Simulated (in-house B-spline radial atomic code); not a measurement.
Successive ionisation energies of neodymium; each step leads to the configuration of the next row (after the last: [Ne] 3s2 3p5). NIST's values go from ground level to ground level; the uncertainty of those that are theory runs from under 0.1 % in few-electron ions to several per cent in heavy many-electron ones. Computed with an all-electron radial atomic-structure program (B-spline basis): non-relativistic Hartree-Fock, average of the configuration, point nuclei.

This level leaves out relativity, spin-orbit splitting included, which matters for heavy ions.

```tsv
ion	configuration	ionisation energy (eV)	tabulated value (eV)	tabulated kind	computed minus tabulated (eV)	highest orbital	largest mean radius (bohr)
Nd32+	[Ar] 3d10	2146.9	2134	tabulated theory	13	3d	0.27506
Nd33+	[Ar] 3d9	2242.1	2224	tabulated theory	18	3d	0.27331
Nd34+	[Ar] 3d8	2338.9	2321	tabulated theory	18	3d	0.27157
Nd35+	[Ar] 3d7	2437.2	2425	tabulated theory	12	3d	0.26984
Nd36+	[Ar] 3d6	2537.0	2525	tabulated theory	12	3d	0.26813
Nd37+	[Ar] 3d5	2638.4	2627	tabulated theory	11	3d	0.26643
Nd38+	[Ar] 3d4	2741.2	2758	tabulated theory	-17	3d	0.26474
Nd39+	[Ar] 3d3	2845.6	2861	tabulated theory	-15	3d	0.26307
Nd40+	[Ar] 3d2	2951.5	2974	tabulated theory	-23	3d	0.26142
Nd41+	[Ar] 3d1	3058.8	3078	tabulated theory	-19	3d	0.25978
Nd42+	[Ne] 3s2 3p6	3345.0	3371	tabulated theory	-26	3p	0.25815
```
